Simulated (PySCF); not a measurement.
Input of a run (PBE0-D3(BJ)/def2-SVP geometry optimisation, gas phase (PySCF 2.14.0)), started from GFN2-xTB:
```
{"job": {"xc": "PBE0", "basis": "def2-SVP", "d3": "d3bj", "grid": 1, "kind": "geom"}, "charge": 0, "multiplicity": 1}
O      0.701013    -0.247865    -1.944292
S      0.470499     0.338601    -0.685729
O      0.147121     1.702505    -0.548674
O     -0.642560    -0.572797     0.162027
C     -1.917419    -0.198377     0.073424
F     -2.216991     0.785301     0.913574
F     -2.718115    -1.213554     0.357412
F     -2.231392     0.227363    -1.150227
C      1.857859    -0.126176     0.492486
F      2.013360    -1.434777     0.496807
F      2.983889     0.447810     0.101259
F      1.553934     0.291281     1.705905
```

Output (energies in Eh, forces in Eh/bohr):
```
step   0  E = -1297.23149855  max force = 0.048991
step   1  E = -1297.23634185  max force = 0.017388
step   2  E = -1297.23775712  max force = 0.006686
step   3  E = -1297.23820386  max force = 0.003213
step   4  E = -1297.23830624  max force = 0.001238
step   5  E = -1297.23850641  max force = 0.002724
step   6  E = -1297.23910385  max force = 0.007701
step   7  E = -1297.23181284  max force = 0.018563
step   8  E = -1297.23897686  max force = 0.010564
step   9  E = -1297.23980765  max force = 0.006123
step  10  E = -1297.24006484  max force = 0.002712
step  11  E = -1297.24012274  max force = 0.001328
step  12  E = -1297.24013597  max force = 0.000825
step  13  E = -1297.24014283  max force = 0.001652
step  14  E = -1297.24014385  max force = 0.002466
step  15  E = -1297.24015255  max force = 0.003211
step  16  E = -1297.24016090  max force = 0.002873
step  17  E = -1297.24017446  max force = 0.001923
step  18  E = -1297.24018576  max force = 0.000877
step  19  E = -1297.24019181  max force = 0.000369
optimisation converged
```

Summarise the run.

The energy falls by 5.5 kcal/mol over 20 energy and gradient evaluations, the largest force component goes from 0.0490 to 3.7e-04 Eh/bohr, and the atoms move by 0.396 Å rms after alignment. The bond that changes most is O4–C5 (ends: oxygen bonded to C and S; CF3 carbon), which lengthens by 0.049 Å. Bonds longer at the end by more than 0.005 Å: 3 of 11; shorter: 6. Among the angles that change most is S2–O4–C5, from 116.8° to 122.6°. Among the dihedrals that turn most is O1–S2–O4–C5, from -94° to -145°. The energy rose by more than 1e-6 Eh at step 7. The first step brought 56 % of the lowering.

What are the final bond lengths?

O1=S2 1.434 Å, S2=O3 1.438 Å, S2–O4 1.657 Å, O4–C5 1.381 Å, C5–F6 1.320 Å, C5–F7 1.313 Å, C5–F8 1.317 Å, S2–C9 1.861 Å, C9–F10 1.313 Å, C9–F11 1.316 Å, C9–F12 1.314 Å. Numbering counts from 1 in the input's order; the species is `O=S(=O)(OC(F)(F)F)C(F)(F)F` (CF3SO3CF3).

The run used 172 basis functions and 148 SCF cycles in all.

Not checked by PBE0-D3(BJ)/def2-SVP frequencies. One conformer, not necessarily the lowest.
